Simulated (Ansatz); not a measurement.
`CCC(C)(C)CC(C)(C)C`. Charge 0, multiplicity 1. Geometry PBE-D4/def2-SVP, basis def2-TZVP, Ansatz.

```xyz
32

C    -1.290    1.825    1.549
C     0.021    1.751    0.765
C     0.829    0.431    0.870
C     2.196    0.654    0.188
C     1.115    0.119    2.356
C     0.095   -0.824    0.302
C    -0.510   -0.939   -1.132
C     0.443   -0.476   -2.249
C    -0.806   -2.440   -1.350
C    -1.847   -0.181   -1.269
H    -1.986    1.004    1.286
H    -1.120    1.779    2.643
H    -1.819    2.778    1.343
H    -0.168    1.966   -0.309
H     0.687    2.574    1.109
H     2.102    1.049   -0.840
H     2.795    1.388    0.766
H     2.780   -0.288    0.138
H     1.788   -0.758    2.452
H     1.611    0.979    2.853
H     0.190   -0.112    2.921
H    -0.729   -1.080    1.005
H     0.822   -1.660    0.410
H     1.432   -0.973   -2.177
H     0.014   -0.726   -3.242
H     0.608    0.619   -2.231
H     0.127   -3.040   -1.330
H    -1.478   -2.837   -0.561
H    -1.299   -2.610   -2.330
H    -2.576   -0.510   -0.500
H    -1.727    0.915   -1.176
H    -2.300   -0.379   -2.262
```

```
run  HOMO (eV)  LUMO (eV)
  A      -6.94       0.03
  B      -7.18       0.60
  C      -6.89       0.17
  D      -8.22       0.83
```

Question: The runs used PBE, PBE0, r2SCAN, revPBE. Estimate which is which.

Answer: A PBE (0 % exact exchange); B r2SCAN (0 % exact exchange); C revPBE (0 % exact exchange); D PBE0 (25 % exact exchange). Exact exchange lowers occupied and raises empty levels; among semilocal functionals meta-GGAs tend to open the gap a little, and such runs are hard to tell apart. The gap grows from 6.97 eV (PBE) to 9.05 eV (PBE0).
